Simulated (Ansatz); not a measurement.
Mulliken charges of `[OH][Ti]([OH])([Cl])[Cl]` from PBE/def2-TZVPP in Ansatz (PBE0-D4/def2-TZVP geometry).

| atom | x (Å) | y (Å) | z (Å) | charge (e) |
| --- | --- | --- | --- | --- |
| O1 | -1.057 | 0.223 | 0.983 | -0.411 |
| Ti2 | 0.075 | 0.089 | -0.357 | 0.855 |
| O3 | 1.448 | -0.906 | 0.143 | -0.399 |
| Cl4 | -0.946 | -0.832 | -2.073 | -0.227 |
| Cl5 | 0.760 | 2.100 | -0.924 | -0.227 |
| H6 | -1.897 | 0.614 | 1.226 | 0.206 |
| H7 | 1.678 | -1.357 | 0.958 | 0.202 |

Problem. By hand: the dipole of these point charges (1 e Å = 4.8032 D).

Solution. Σ q r = (-0.089, -0.090, 0.360) e Å, of length 0.382 e Å = 1.83 D.

Problem. How does the dipole of the full density compare? (Estimate.)

Solution. Computed: (-0.169, -0.149, 0.631) e Å, 3.22 D; the point charges give 0.57 times that, at 1° from its direction.

Point charges leave out the atoms' own dipoles, such as those of lone pairs, and Mulliken's split depends on the basis, so the two needn't agree.
